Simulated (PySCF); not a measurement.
AlH5O2Si, SMILES [OH][AlH][O][SiH3].

The structure is a stationary point at B3LYP-D3(BJ)/def2-SVP. One conformer was computed; it need not be the lowest.

Computed with PBE0/def2-TZVP in PySCF.

The molecule is in vacuum.

Computed frontier levels, gap, dipole moment and polarisability:
```json
{
 "highest_occupied_level": "-8.63 eV",
 "lowest_empty_level": "-0.32 eV",
 "orbital_gap": "8.32 eV",
 "dipole_moment": "0.96 D",
 "quadrupole, principal values (traceless, Buckingham form, about the centre of nuclear charge)": "-8.50, 4.08, 4.42 D·Å",
 "mean_static_polarisability": "55.7 bohr³ (8.25 Å³)",
 "polarisability_principal_values": "49.0, 55.0, 63.0 bohr³"
}
```
